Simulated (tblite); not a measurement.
Compound: C₇H₁₀N (doublet state).
Atom-mapped SMILES: `[CH:1]=[C:2]=[C:3](/[CH:4]=[N:5]/[CH3:6])[CH2:7][CH3:8]` (hydrogens: H9 on C1; H10 on C4; H11, H12, H13 on C6; H14, H15 on C7; H16, H17, H18 on C8)

The geometry is computed with GFN2-xTB (gas phase). This method treats the open shell by occupation alone, without spin polarisation.

Entries marked ? are missing. Bonds in one row agree within 0.01 Å.

```
            coordinate    value
                 C1=C2  1.210 Å
                 C2=C3        ?
                 C3–C4        ?
                 C4=N5        ?
                 N5–C6  1.419 Å
                 C3–C7  1.494 Å
                 C7–C8        ?
                 C1–H9  1.049 Å
                C4–H10  1.101 Å
C6–H11, C6–H12, C6–H13  1.096 Å
        C7–H14, C7–H15  1.091 Å
C8–H16, C8–H17, C8–H18  1.088 Å
              C1–C2–C3   179.2°
              C2–C3–C4        ?
              C2–C3–C7   119.3°
              C4–C3–C7        ?
              C3–C4–N5   121.3°
              C4–N5–C6        ?
              C3–C7–C8   110.7°
```

Question: Fill in the missing values.

Answer: 
- C2=C3 = 1.385 Å, drawn double in a drawing that doesn't fit all lengths (ends: carbon bonded to 2 C; carbon bonded to 3 C); 0.03 Å below the sum of covalent radii, 1.42 Å.
- C3–C4 = 1.407 Å, drawn single in a drawing that doesn't fit all lengths (ends: carbon bonded to 3 C; carbon bonded to C, N and H); 0.05 Å below the sum of covalent radii, 1.46 Å.
- C4=N5 = 1.287 Å, drawn double in a drawing that doesn't fit all lengths (ends: carbon bonded to C, N and H; nitrogen bonded to 2 C); 0.15 Å below the sum of covalent radii, 1.44 Å.
- C7–C8 = 1.533 Å, drawn single in a drawing that doesn't fit all lengths (ends: carbon bonded to 2 C and 2 H; carbon bonded to C and 3 H); 0.01 Å above the sum of covalent radii, 1.52 Å.
- C2–C3–C4 = 119.8°, at the carbon bonded to 3 C; the outer atoms are 2.416 Å apart.
- C4–C3–C7 = 120.9°, at the carbon bonded to 3 C; the outer atoms are 2.524 Å apart.
- C4–N5–C6 = 119.7°, at the nitrogen bonded to 2 C; the outer atoms are 2.340 Å apart.

Radii are Cordero's, carbon taken as 0.76, 0.73 or 0.69 Å for four, three, and two or fewer neighbours.

Its GFN2-xTB frequencies are all real (lowest 17 cm⁻¹). Torsions: C2–C3–C4–N5 179°, C2–C3–C7–C8 85°. 2 starts were optimised and ended at 0.00 and 2.22 kcal/mol (GFN2-xTB); the lowest of these is shown.

One conformer stands for the species.
